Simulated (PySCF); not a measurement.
A structure optimised at B3LYP-D3(BJ)/def2-SVP, used in a PySCF frequency run:

```
C
C 1 1.3571
H 1 1.0950 2 117.83
H 2 1.0953 1 118.75 3 0.00
C 2 1.4215 4 116.24 1 180.00
C 5 1.2159 4 151.32 2 180.00
H 6 1.0734 4 161.79 2 180.00
C 1 1.4505 3 116.94 2 180.00
C 8 1.3446 1 123.73 3 0.00
H 9 1.0925 8 121.55 1 180.00
H 9 1.0947 10 117.09 8 180.00
H 8 1.0953 9 119.78 10 0.00
```
Charge 0, spin multiplicity 1.

Question: Write its SMILES, formula and point group.

Answer: C#C/C=C\C=C, C6H6, Cs

Question: What are its rotational constants (standard atomic weights)?

Answer: 9.7869, 1.9438, 1.6217 GHz
